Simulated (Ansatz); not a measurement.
Gas-phase electronic energies from Ansatz, PBE0-D4/def2-TZVP geometries. CCSD(T)/CBS is the MP2 limit (def2-TZVPP, def2-QZVPP) plus CCSD(T) − MP2 in def2-TZVPP, frozen cores. This one scheme is used for every species, atoms too. Functionals use def2-TZVPP. B3LYP here is the variant with VWN-RPA as its local correlation; programs differ in this. No spin–orbit coupling; open shells (•) take unrestricted orbitals. Spin–orbit coupling would lower the free atoms: a little for Al, C, O, Si. Each species was taken in one conformer, which may not be the lowest.

`[AlH2][O]/C=N\[SiH3]` → Al• + C• + 6 H• + N• + O• + Si•  (atomization)

(1) What is ΔE at CCSD(T)/CBS? (Best estimate.)

(2) What do these levels give: PBE-D4, r2SCAN-D4, PBE0-D4, B3LYP-D4, B2PLYP, PBE, B3LYP, SCS-MP2/def2-TZVPP, CCSD/def2-TZVPP, SCS-MP2/def2-QZVPP, MP2/CBS(def2), CCSD/CBS(def2)? (Best estimate.)

Largest T1 diagnostic among the species: 0.018.

Answers

(1) Computed: +908.1 kcal/mol.

(2) The calculation gave: PBE-D4 918.7, r2SCAN-D4 908.0, PBE0-D4 899.8, B3LYP-D4 909.8, B2PLYP 898.8, PBE 913.2, B3LYP 901.0, SCS-MP2/def2-TZVPP 896.9, CCSD/def2-TZVPP 866.7, SCS-MP2/def2-QZVPP 915.3, MP2/CBS(def2) 922.1, CCSD/CBS(def2) 893.6 kcal/mol.

From PBE to PBE0 (25 % exact exchange), in def2-TZVPP and without D4, ΔE moves by −18.1 kcal/mol: exact exchange takes away binding that semilocal exchange gives to molecules. The D4 term adds +8.8 kcal/mol with B3LYP and +4.7 kcal/mol with PBE0; it sums over pairs of atoms, weighted by their polarisabilities, and B3LYP, whose exchange is more repulsive, gets the larger term. In def2-TZVPP, CCSD(T) changes the Hartree–Fock value by +236.5 kcal/mol (the triples alone add +14.5 kcal/mol) and MP2 by +250.5 kcal/mol; breaking electron pairs costs correlation energy, which Hartree–Fock lacks.

For atomizations the MP2-based limit and the directly extrapolated one differ by several kJ/mol either way, and by 10 to 25 for some Ge, Se and Sn compounds, so smaller differences from it don't rank the levels.
